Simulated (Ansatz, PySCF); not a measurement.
F4H4O2Si, SMILES O->[Si](<-O)(F)(F)(F)F (connectivity only; charge and spin as stated), neutral, multiplicity 1.

The structure is a stationary point at PBE0-D3(BJ)/def2-SVP. Other conformers were not sampled.

Vertical ionisation energy (IE) and electron affinity (EA) in eV. Rows of orbital energies are one-electron estimates. Where ΔSCF, EOM or ADC give a negative EA the extra electron is unbound and the value depends on the basis.

```csv
level,IE,EA
"−ε(HOMO), −ε(LUMO), HF/def2-TZVP (PySCF)",15.70,-2.81
"−ε(HOMO), −ε(LUMO), PBE/def2-TZVP (PySCF)",8.25,1.01
"ΔSCF, ωB97X-V/def2-SVPD (Ansatz), final states of multiplicity 2 and 2",13.35,-1.11
"ΔSCF, PBE/def2-SVPD (Ansatz), final states of multiplicity 2 and 2",___,___
```

### Question
What belongs in the gaps? (Estimate from the structure and the level; the computed values follow.)

### Answer

- ΔSCF, PBE/def2-SVPD (Ansatz, a quantum-chemistry and plane-wave program), final states of multiplicity 2 and 2, IE: 11.74
- ΔSCF, PBE/def2-SVPD (Ansatz), final states of multiplicity 2 and 2, EA: -0.41

### Question
What vertical singlet–triplet gap does ΔSCF give with ωB97X-V/def2-SVPD (Ansatz) and with PBE/def2-SVPD (Ansatz)? (An estimate is asked for; the answer gives what the named calculation found.)

### Answer
9.25 and 7.54 eV (triplet above singlet where positive).
